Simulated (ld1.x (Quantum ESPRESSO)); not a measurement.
## Varying the TM potential for Sc (Z = 21)

Base potential:

scandium, norm-conserving Troullier–Martins (Kleinman–Bylander form), made with ld1.x (Quantum ESPRESSO) 7.5 (PBE, fully relativistic). Core [Ne], reference 3s2 3p6 3d1 4s1.5 4p0 (charge +0.5). Waves: 3s (bound): rc 1.70 bohr; 3p (bound): rc 1.35 bohr; 3d (bound): rc 1.30 bohr. Local part: all-electron potential smoothed inside 1.15 bohr (lloc = -1). Core correction: none.

Open shells are filled in proportion to 2j + 1 (rel_dist='average').

Occupied shells without a wave of their own: 4s. They enter only through the test configuration that unscreens the potential.

All-electron outer shells of the reference configuration (PBE, scalar-relativistic, ld1.x):

```tsv
shell	level (eV)	outermost node (bohr)	outermost maximum (bohr)
2p	-391.57	–	0.23
3s	-58.35	0.42	0.92
3p	-36.94	0.39	0.97
4s	-6.87	1.32	3.02
3d	-6.44	–	1.10
4p	-3.80	1.48	3.74
```

Cutoffs, loose and tight: the cutoffs (Ry, on a coarse ladder) from which the occupation-weighted sum of valence levels, in a spherical-Bessel basis at the reference potential, stays within 10 and 1 mRy of its value at 400 Ry. They do not see the model core or the augmentation charge, which bear on the density cutoff. Test errors are all-electron minus pseudo excitation energies from the reference, over the configurations 3s2 3p6 3d1 4s2 4p0; 3s2 3p6 3d1 4s1 4p0; 3s2 3p6 3d1 4s0 4p0; 3s2 3p6 3d0 4s0 4p0; 3s2 3p6 3d1 4s0 4p1; 3s2 3p5 3d1 4s2 4p0; 3s2 3p6 3d1 4s1 4p1. A dash means not determined; rows that change the core or the reference have their own tests.

Cutoffs are not given where the Bessel-basis levels miss the radial ones by over 6 mRy, ghosts where they miss by over 20 mRy; a channel whose overlap is not positive is not tested.

| change | outcome | bound ghosts | largest test error (meV) |
| --- | --- | --- | --- |
| base | generated, misses its reference levels by 0.36 eV | not determined | -1408 |
| wave 3d (bound): rc 1.30 bohr becomes 3d (bound): rc 0.84 bohr | generated, misses its reference levels by 0.36 eV | not determined | -1415 |
| wave 3d (bound): rc 1.30 bohr becomes 3d (bound): rc 0.98 bohr | generated, misses its reference levels by 0.36 eV | not determined | -1415 |
| wave 3d (bound): rc 1.30 bohr becomes 3d (bound): rc 1.08 bohr | generated, misses its reference levels by 0.36 eV | not determined | -1414 |
| wave 3d (bound): rc 1.30 bohr becomes 3d (bound): rc 1.22 bohr | generated, misses its reference levels by 0.36 eV | not determined | -1411 |
| wave 3d (bound): rc 1.30 bohr becomes 3d (bound): rc 1.32 bohr | generated, misses its reference levels by 0.36 eV | not determined | -1407 |
| wave 3d (bound): rc 1.30 bohr becomes 3d (bound): rc 1.44 bohr | generated, misses its reference levels by 0.36 eV | not determined | -1401 |
| wave 3d (bound): rc 1.30 bohr becomes 3d (bound): rc 1.58 bohr | generated, misses its reference levels by 0.36 eV | not determined | -1390 |
| wave 3d (bound): rc 1.30 bohr becomes 3d (bound): rc 1.70 bohr | generated, misses its reference levels by 0.36 eV | not determined | -1378 |
| wave 3d (bound): rc 1.30 bohr becomes 3d (bound): rc 1.86 bohr | generated, misses its reference levels by 0.36 eV | not determined | -1352 |
| wave 3d (bound): rc 1.30 bohr becomes 3d (bound): rc 1.92 bohr | generated, misses its reference levels by 0.36 eV | not determined | -1344 |
